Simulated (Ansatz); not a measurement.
Reaction (SMILES): N[Si](N)(Cl)Cl → N[Si](N)Cl + Cl atom (the Cl-Si bond at the site shown breaks; other sites are not compared here)
Structures are relaxed separately at B3LYP-D3(BJ)/def2-TZVP in Ansatz (a quantum-chemistry and plane-wave program), one conformer each, not searched for the lowest.

Property: bond dissociation energy (electronic energy difference), in kJ/mol. Valence correlation only, unless marked. UHF or UKS for open shells. No spin-orbit coupling. Non-relativistic. CBS(X,Y): correlation extrapolated as X^-3; Hartree-Fock from the larger set. The bracket is a focal-point correction in the basis named.

```
level                                                                             program  bond dissociation energy (kJ/mol)
-------------------------------------------------------------------------  --------------  ---------------------------------
PBE0/def2-SVP                                                                      Ansatz                              473.2
BHLYP/def2-TZVPD                                                                   Ansatz                              457.5
HSE06-D3(BJ)/def2-TZVPD                                                    Ansatz + dftd3                              479.1
MP2/6-31G*                                                                         Ansatz                              462.3
CCSD/aug-cc-pV(T+d)Z                                                               Ansatz                              470.2
CCSD(T)/cc-pV(T+d)Z                                                                Ansatz                              478.0
RI-MP2/CBS(aug-cc-pV(T+d)Z,aug-cc-pV(Q+d)Z)+[CCSD(T)-MP2]/aug-cc-pV(T+d)Z          Ansatz                              496.7
```
